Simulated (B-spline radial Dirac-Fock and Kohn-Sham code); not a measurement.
# How the levels of iridium move as electrons are removed

These are calculated numbers from a B-spline atomic structure program; the model is ΔSCF Dirac-Fock with Breit, self-energy and vacuum polarisation, finite nucleus, configuration average. Each ion is free and in its tabulated ground configuration. Correlation energy is missing from these numbers.

Reference: Ir⁶⁰⁺, [Ne] 3s2 3p5, with K (1s) 80847.4 eV, L1 (2s) 17988.3 eV. Shifts from it, in eV (a dash: the subshell is empty, belongs to an open shell averaged over j, or its hole state is left out as unreliable):

```csv
ion,configuration,K (1s),L1 (2s)
Ir⁶¹⁺,[Ne] 3s2 3p4,+208.7,+175.4
Ir⁶²⁺,[Ne] 3s2 3p3,?,?
Ir⁶³⁺,[Ne] 3s2 3p2,+632.4,+530.6
Ir⁶⁴⁺,[Ne] 3s2 3p1,+847.4,+710.3
Ir⁶⁵⁺,[Ne] 3s2,+1064.4,+891.5
Ir⁶⁶⁺,[Ne] 3s1,–,–
Ir⁶⁷⁺,[He] 2s2 2p6,+1485.1,+1236.0
Ir⁶⁸⁺,[He] 2s2 2p5,+1993.3,+1558.5
Ir⁶⁹⁺,[He] 2s2 2p4,+2506.9,+1883.7
```

Problem. Give the missing shifts for Ir⁶²⁺.

Solution. K (1s) +419.6, L1 (2s) +352.3 (eV).
